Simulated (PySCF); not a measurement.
Method: PBE-D3(BJ)/def2-TZVP // PBE-D3(BJ)/def2-SVP in PySCF. Isolated molecules, 0 K electronic values unless said otherwise. One relaxed conformer stands for a flexible species; it need not be the lowest. 

Reference species: [W(OH)6] (neutral, multiplicity 1).

```json
{
  "coordination_number": "6",
  "charge on the central atom (Mulliken)": "1.24 e",
  "LUMO": "-3.47 eV",
  "HOMO–LUMO gap": "3.66 eV"
}
```

Changed species: [W(OH)(NH2)5] (5 of 6 OH replaced by NH2; the reference has 0 of 6 OH replaced by NH2).

**Question.** What does the change do to the coordination number, charge on the central atom (Mulliken), LUMO and HOMO–LUMO gap?

**Answer.** the coordination number stays essentially unchanged; the charge on the central atom (Mulliken) falls by 0.34 e, to 0.90 e; the LUMO rises by 1.30 eV, to -2.17 eV; the HOMO–LUMO gap falls by 0.68 eV, to 2.98 eV.
